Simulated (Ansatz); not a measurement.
Reaction (redistribution): `C=C(O)B(C)N` + `BBr` → `CB(N)Br` + `BC(=C)O`

Gas-phase electronic energies from Ansatz, PBE0-D4/def2-TZVP geometries. CBS: MP2 limit from def2 TZ/QZ plus the TZ coupled-cluster correction, frozen cores. DFT in def2-TZVPP. B3LYP here is the variant with VWN-RPA as its local correlation; programs differ in this. For Br outer-core shells are correlated without core-valence functions, which leaves a few kJ/mol of doubt a bond. Scalar relativity is left out up to krypton. Each species was taken in one conformer, which may not be the lowest.

Question: Is it downhill or uphill in electronic energy at CCSD(T)/CBS, and by how much? (An estimate is asked.)

Answer: The calculation gave: Downhill: ΔE = -14.7 kJ/mol.

Question: What do these levels give: r2SCAN-D4, PBE0-D4, ωB97X-V, ωB97M-V, B2PLYP, PBE, r2SCAN, B3LYP, HF/def2-TZVPP, MP2/def2-TZVPP, SCS-MP2/def2-TZVPP, HF/CBS(def2)? (An estimate is asked.)

Answer: The calculation gave: r2SCAN-D4 -18.1, PBE0-D4 -17.7, ωB97X-V -15.8, ωB97M-V -16.5, B2PLYP -17.8, PBE -19.1, r2SCAN -19.0, B3LYP -20.0, HF/def2-TZVPP -22.1, MP2/def2-TZVPP -15.0, SCS-MP2/def2-TZVPP -15.4, HF/CBS(def2) -22.4 kJ/mol.

Largest T1 diagnostic among the species: 0.013.

In def2-TZVPP, CCSD(T) changes the Hartree–Fock value by +9.0 kJ/mol (the triples alone add +0.4 kJ/mol) and MP2 by +7.0 kJ/mol.
